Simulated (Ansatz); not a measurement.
Born–Oppenheimer molecular dynamics of Cl$_{3}$H$_{8}$N$_{2}$SiTa (15 atoms, charge 0, multiplicity 1). It starts at the highest image of a converged band, a first-order saddle point between two minima.

Theory: RKS PBE/def2-SVP (Ansatz 0.2.0).

```
ensemble                      : NVE (velocity Verlet)
time step                     : 0.5 fs
steps asked                   : 200
starting velocities drawn for : 100 K
seed                          : 9901
```

Frames 1 fs apart, positions in Å.

Velocities at 40 fs (Å/ps):

```
Ta -0.34 -1.64 -0.22
N 14.96 0.50 0.32
H -0.69 4.52 4.00
H -13.13 14.93 5.56
N 2.26 3.23 -0.61
H -5.00 8.45 1.63
H 2.79 -2.74 5.81
Cl 0.42 0.56 -0.38
Cl -2.49 2.66 0.94
Cl -1.27 0.59 -0.56
Si -4.52 2.04 1.30
H 8.27 -13.64 -1.13
H 23.25 -12.70 -12.17
H 3.96 26.17 4.03
H 44.58 26.15 -0.51
```

```xyz
15
Properties=species:S:1:pos:R:3 time_fs=40 energy_less_start_eV=-0.368 T=320
Ta 0.006 0.024 -0.157
N 2.369 0.203 -0.038
H 2.553 0.344 0.976
H 2.683 1.025 -0.550
N 0.390 -0.316 1.769
H -0.455 -0.665 2.277
H 1.155 -0.205 2.440
Cl 0.492 0.697 -2.384
Cl -1.345 1.914 0.245
Cl -1.842 -1.370 -0.208
Si 1.022 -2.538 -1.088
H 0.817 -3.747 -0.177
H 0.447 -2.966 -2.438
H 2.531 -2.538 -1.389
H 2.900 -0.615 -0.496
15
Properties=species:S:1:pos:R:3 time_fs=41 energy_less_start_eV=-0.365 T=318
Ta 0.006 0.022 -0.157
N 2.384 0.203 -0.037
H 2.555 0.347 0.977
H 2.671 1.043 -0.545
N 0.392 -0.313 1.768
H -0.458 -0.655 2.277
H 1.158 -0.208 2.446
Cl 0.492 0.697 -2.384
Cl -1.348 1.917 0.246
Cl -1.843 -1.370 -0.209
Si 1.018 -2.535 -1.087
H 0.825 -3.760 -0.179
H 0.471 -2.978 -2.449
H 2.535 -2.512 -1.384
H 2.940 -0.585 -0.492
15
Properties=species:S:1:pos:R:3 time_fs=42 energy_less_start_eV=-0.373 T=322
Ta 0.006 0.020 -0.157
N 2.399 0.203 -0.037
H 2.562 0.346 0.973
H 2.659 1.065 -0.541
N 0.394 -0.310 1.768
H -0.454 -0.643 2.276
H 1.159 -0.212 2.451
Cl 0.493 0.698 -2.385
Cl -1.350 1.920 0.246
Cl -1.845 -1.369 -0.209
Si 1.013 -2.533 -1.086
H 0.834 -3.769 -0.181
H 0.494 -2.989 -2.457
H 2.538 -2.485 -1.378
H 2.973 -0.550 -0.478
15
Properties=species:S:1:pos:R:3 time_fs=43 energy_less_start_eV=-0.362 T=315
Ta 0.005 0.018 -0.157
N 2.413 0.204 -0.037
H 2.576 0.343 0.965
H 2.648 1.088 -0.536
N 0.396 -0.307 1.767
H -0.447 -0.628 2.273
H 1.160 -0.218 2.454
Cl 0.493 0.699 -2.385
Cl -1.353 1.923 0.247
Cl -1.846 -1.369 -0.210
Si 1.008 -2.531 -1.085
H 0.844 -3.775 -0.185
H 0.517 -2.998 -2.462
H 2.540 -2.458 -1.370
H 3.001 -0.514 -0.460
15
Properties=species:S:1:pos:R:3 time_fs=44 energy_less_start_eV=-0.329 T=296
Ta 0.005 0.016 -0.158
N 2.426 0.205 -0.037
H 2.594 0.339 0.957
H 2.637 1.109 -0.528
N 0.398 -0.304 1.767
H -0.439 -0.613 2.270
H 1.159 -0.224 2.455
Cl 0.494 0.700 -2.385
Cl -1.355 1.925 0.248
Cl -1.848 -1.368 -0.210
Si 1.004 -2.529 -1.083
H 0.853 -3.777 -0.190
H 0.539 -3.005 -2.463
H 2.539 -2.431 -1.360
H 3.029 -0.485 -0.440
15
Properties=species:S:1:pos:R:3 time_fs=45 energy_less_start_eV=-0.309 T=285
Ta 0.005 0.014 -0.158
N 2.439 0.208 -0.038
H 2.619 0.334 0.952
H 2.626 1.124 -0.517
N 0.401 -0.301 1.767
H -0.432 -0.598 2.269
H 1.157 -0.230 2.455
Cl 0.495 0.700 -2.385
Cl -1.358 1.929 0.249
Cl -1.850 -1.367 -0.211
Si 1.000 -2.526 -1.082
H 0.863 -3.775 -0.197
H 0.560 -3.011 -2.462
H 2.536 -2.404 -1.347
H 3.063 -0.468 -0.425
15
Properties=species:S:1:pos:R:3 time_fs=46 energy_less_start_eV=-0.317 T=289
Ta 0.005 0.012 -0.158
N 2.450 0.213 -0.038
H 2.647 0.329 0.952
H 2.616 1.133 -0.503
N 0.404 -0.297 1.766
H -0.431 -0.585 2.271
H 1.157 -0.237 2.453
Cl 0.495 0.701 -2.385
Cl -1.361 1.931 0.250
Cl -1.852 -1.367 -0.211
Si 0.995 -2.523 -1.081
H 0.873 -3.770 -0.204
H 0.579 -3.015 -2.458
H 2.530 -2.378 -1.333
H 3.102 -0.462 -0.415
15
Properties=species:S:1:pos:R:3 time_fs=47 energy_less_start_eV=-0.319 T=289
Ta 0.005 0.010 -0.159
N 2.460 0.218 -0.038
H 2.680 0.324 0.957
H 2.607 1.138 -0.486
N 0.407 -0.294 1.766
H -0.435 -0.572 2.276
H 1.158 -0.244 2.451
Cl 0.496 0.702 -2.385
Cl -1.363 1.935 0.250
Cl -1.854 -1.366 -0.212
Si 0.991 -2.521 -1.080
H 0.882 -3.762 -0.211
H 0.596 -3.017 -2.454
H 2.521 -2.353 -1.317
H 3.142 -0.463 -0.410
15
Properties=species:S:1:pos:R:3 time_fs=48 energy_less_start_eV=-0.287 T=271
Ta 0.005 0.008 -0.159
N 2.469 0.224 -0.039
H 2.714 0.321 0.963
H 2.602 1.141 -0.471
N 0.410 -0.291 1.764
H -0.442 -0.560 2.282
H 1.163 -0.251 2.450
Cl 0.497 0.703 -2.385
Cl -1.366 1.938 0.251
Cl -1.856 -1.365 -0.212
Si 0.987 -2.518 -1.079
H 0.891 -3.753 -0.216
H 0.611 -3.018 -2.449
H 2.510 -2.329 -1.299
H 3.179 -0.466 -0.409
15
Properties=species:S:1:pos:R:3 time_fs=49 energy_less_start_eV=-0.243 T=245
Ta 0.005 0.005 -0.159
N 2.478 0.230 -0.039
H 2.748 0.320 0.966
H 2.601 1.147 -0.458
N 0.414 -0.287 1.763
H -0.449 -0.547 2.289
H 1.171 -0.258 2.449
Cl 0.498 0.704 -2.385
Cl -1.368 1.941 0.251
Cl -1.858 -1.365 -0.213
Si 0.984 -2.515 -1.078
H 0.899 -3.743 -0.220
H 0.623 -3.018 -2.445
H 2.497 -2.307 -1.280
H 3.205 -0.464 -0.409
15
Properties=species:S:1:pos:R:3 time_fs=50 energy_less_start_eV=-0.223 T=233
Ta 0.005 0.003 -0.160
N 2.488 0.235 -0.038
H 2.780 0.319 0.966
H 2.606 1.157 -0.449
N 0.417 -0.284 1.762
H -0.453 -0.533 2.293
H 1.181 -0.264 2.447
Cl 0.498 0.705 -2.385
Cl -1.371 1.944 0.252
Cl -1.861 -1.364 -0.213
Si 0.980 -2.511 -1.077
H 0.906 -3.734 -0.221
H 0.631 -3.018 -2.442
H 2.485 -2.285 -1.259
H 3.218 -0.454 -0.409
15
Properties=species:S:1:pos:R:3 time_fs=51 energy_less_start_eV=-0.238 T=242
Ta 0.005 0.000 -0.160
N 2.497 0.239 -0.036
H 2.809 0.320 0.960
H 2.615 1.171 -0.445
N 0.420 -0.281 1.761
H -0.452 -0.517 2.295
H 1.192 -0.271 2.443
Cl 0.499 0.706 -2.384
Cl -1.373 1.947 0.252
Cl -1.863 -1.363 -0.214
Si 0.977 -2.507 -1.076
H 0.912 -3.727 -0.218
H 0.637 -3.016 -2.442
H 2.475 -2.266 -1.238
H 3.218 -0.437 -0.412
```

Of the whole run (100 fs, mean temperature of the second half 273 K): The conserved energy stayed within 0.056 meV per atom of its start (net change 0.012 meV per atom), so the integration is sound. The kinetic energy rose, since the run started high on the potential surface and went downhill. A run of 0.1 ps of so small a system gives no equilibrium averages. The orbitals stay closed-shell, which can raise the energy where a bond breaks towards radicals; this wasn't checked here.

The run took 13 min on 4 threads of Arm Neoverse V1 (shared host), peak memory 0.3 GiB.
